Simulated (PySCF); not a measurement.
CH5BrGeO.
Z-matrix (Å and degrees, PBE0-D3(BJ)/def2-SVP geometry), rows numbered from 1:
```
C 
O   1  1.4036
Ge  2  1.7648  1  120.99
Br  3  2.3113  2  108.72  1    59.22
H   1  1.1006  2  108.14  3   172.84
H   1  1.1067  2  112.53  3    53.71
H   1  1.1050  2  111.86  3   -68.10
H   3  1.5276  2  105.92  1   176.27
H   3  1.5375  2  110.39  1   -57.13
```

The closed-shell ground state was solved at several levels (PySCF, density fitting, gas phase). Relativistic effects, spin–orbit coupling among them, are left out although an element past zinc is present.

| level | basis functions | total energy (Eh) | HOMO (eV) | LUMO (eV) | gap (eV) | dipole (D) |
| --- | --- | --- | --- | --- | --- | --- |
| PBE0/pcSseg-1 | 141 | -4766.3458 | -8.23 | -0.26 | 7.97 | 1.59 |
| B3LYP/pcJ-1 (pcSseg-1 on Br, pcSseg-1 on Ge) | 186 | -4767.1438 | -7.96 | -0.52 | 7.44 | 1.52 |
| HF/pcSseg-2 | 268 | -4763.5763 | -11.32 | 2.64 | 13.96 | 1.67 |

Question: Estimate the row for CAM-B3LYP/def2-SVPD, a basis of 162 functions; the other rows only guide the guess.

Answer: Total energy -4767.0904 Eh, HOMO -9.66 eV, LUMO 0.28 eV, gap 9.94 eV, dipole 1.57 D.

Question: Over all these levels, which gives the widest orbital gap and which the narrowest?

Answer: HF/pcSseg-2 (Hartree–Fock, all exact exchange) has the widest, 13.96 eV, and B3LYP/pcJ-1 (pcSseg-1 on Br, pcSseg-1 on Ge) (global hybrid, 20 % exact exchange) the narrowest, 7.44 eV. Functional and basis both differ between the two, so the spread mixes both effects. The HOMO need not be the same orbital at Hartree–Fock and at DFT levels.

Question: How far do the dipole and the HOMO energy spread over the levels?

Answer: The dipole runs from 1.52 to 1.67 D (mean 1.59 D) and the HOMO from -11.32 to -7.96 eV.

One conformer stands for the species.
